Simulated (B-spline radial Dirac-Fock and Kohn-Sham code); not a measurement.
# Satellites and hypersatellites of the K lines of Tc⁵⁺

System: the Tc⁵⁺ ion, configuration [Kr] 4d2, inside a Watson sphere of charge -5 and radius 2.7 Å (a model of the Madelung potential; inside it an electron's potential energy is raised by 26.7 eV).

Calculated with an atomic code on a B-spline grid, using Dirac-Fock ΔSCF + Breit + QED. Each two-hole energy is an average over J within one jj subconfiguration, not an observable level; in light atoms, where LS coupling holds, the j-resolved values are not observed lines, and for a K spectator the Kα1 hypersatellite is nearly forbidden. Correlation energy is missing from these numbers.

Lines without a spectator: Kα2 (K-L2) 18248.5 eV, Kα1 (K-L3) 18365.0 eV, Kβ3 (K-M2) 20595.0 eV, Kβ1 (K-M3) 20615.0 eV. Shifts in eV with one spectator hole (a dash: not computed, or left out as unreliable):

```csv
spectator hole,Kα2,Kα1,Kβ3,Kβ1
K (1s),+480.3,+491.3,+610.0,+612.2
L2 (2p1/2),+50.7,+63.2,–,+137.0
L3 (2p3/2),+52.2,+51.5,+125.1,–
M2 (3p1/2),–,+6.39,+15.33,+18.79
M3 (3p3/2),+5.02,–,+16.55,+15.98
M4 (3d3/2),+0.44,-1.67,–,–
M5 (3d5/2),-1.97,-0.50,–,–
```

With n spectator holes in 2p, averaged over the 2p shell (energies in eV):

```csv
n,KαLⁿ,step,hypersatellite KαʰLⁿ
0,18326.1,–,18813.8
1,18380.9,+54.8,18869.9
2,18436.9,+56.0,18927.3
3,18494.1,+57.2,18985.9
4,18552.5,+58.5,19045.7
5,18612.3,+59.7,19106.8
```
